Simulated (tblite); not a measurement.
C₄H₁₀AsGa.
Cartesian coordinates in Å at the GFN2-xTB level; atoms count from 1:
```
atom  x, y, z in Å
C1    -2.9506    0.1463    1.1355
C2    -2.5066   -0.3086   -0.2559
C3    -1.0890   -0.6228   -0.2755
C4     0.0993   -0.8684   -0.2657
Ga5    1.9898   -1.3196   -0.2005
As6    3.1595    1.1772   -0.2723
H7    -2.7633   -0.6367    1.8671
H8    -4.0139    0.3771    1.1344
H9    -2.4003    1.0353    1.4369
H10   -2.7062    0.4803   -0.9879
H11   -3.0694   -1.1986   -0.5540
H12    2.6715   -1.4861    1.2046
H13    2.6828   -1.9624   -1.4408
H14    4.5533    0.9320    0.1970
H15    3.5412    2.5542   -0.7346
H16    2.7943    1.7098    1.0702
```

Level: GFN2-xTB in tblite, geometry and Hessian alike; calculated harmonic values, unscaled, isolated species. Against measured fundamentals such values can be off by several per cent, at times by over 20. Modes of hydrogen on arsenic and gallium can be 10 to 20 % off. One conformer, not necessarily the lowest. The optimisation stopped once no atom felt more than 0.01 eV/Å.

Lowest wavenumbers of the output (negative numbers stand for imaginary wavenumbers):
```
mode    cm-1
  1     -31.0
  2       9.4
  3      42.7
  4      71.6
  5     105.1
  6     112.3
  7     134.0
  8     143.9
  9     184.6
 10     202.9
 11     328.1
 12     334.3
 13     355.6
 14     441.0
 15     495.8
```

Question: Is this structure a minimum?

Answer: Not by this Hessian. 1 mode is imaginary beyond 20i (31i cm⁻¹), so at this level the point lies at or near a first-order saddle. The curvature is small, so loose convergence or finite differences may be the whole cause.

Question: Which atoms move in the imaginary mode?

Answer: 31i: H16 (hydrogen on arsenic) 33 %, H14 (hydrogen on arsenic) 31 %. These are shares of the mass-weighted motion.

Question: What is the remedy?

Answer: Step along that mode in both directions, optimise again with tighter thresholds and repeat the frequencies. The zero-point energy of this point (67.0 kcal/mol) counts the 41 real modes alone, and thermal corrections from it aren't those of a minimum.
